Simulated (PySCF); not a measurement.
B(H)2(vinyl) (C2H5B), SMILES C=CB.

Coordinates come from a B3LYP-D3(BJ)/def2-TZVP optimisation.

Calculation: PySCF with B3LYP/def2-TZVPD.

Problem. Estimate the frontier levels, gap, dipole moment and polarisability. (An estimate is asked for; the answer gives what the named calculation found.)

Solution. 
highest occupied level: -8.26 eV
lowest empty level: -2.32 eV
orbital gap: 5.94 eV
dipole moment: 1.33 D
quadrupole, principal values (traceless, Buckingham form, about the centre of nuclear charge): -0.60, -0.51, 1.11 D·Å
mean static polarisability: 42.5 bohr³ (6.30 Å³)
polarisability, principal values: 30.3, 40.2, 57.0 bohr³
